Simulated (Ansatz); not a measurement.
Frontier orbitals of F₃Y (`[F][Y]([F])[F]`).

The species carries charge 0 and has multiplicity 1. Correlated methods include outer-core shells of Y, which these sets cover unevenly. Y: def2 effective core potential. The structure was optimised at the PBE0-D4/def2-TZVP level. Basis def2-TZVPP, Ansatz 0.2.0.

A caution on the coupled-cluster cation, which keeps the state that its UHF reference found: it lies well above the hybrids' cation and may not be the lowest state.

Orbital energies of one run (eV). Highest occupied ones, from the top: -9.75, -9.75, -9.98, -10.05, -10.37, -10.37, -10.77, -10.77, -10.78, -27.79, -27.79, -30.06, -30.31, -32.08. Empty: -2.36, -0.58, -0.58, 0.14, 0.64, 0.81.

Question: Which functional gave them?
A. HSE06 (plane-wave form)
B. revPBE
C. LC-ωPBE
D. r2SCANh

Answer: D. HOMO energies: r2SCANh -9.75, LC-ωPBE -13.39, revPBE -8.50, HSE06 -10.14 eV.

LC-ωPBE has ω = 0.4 bohr⁻¹.
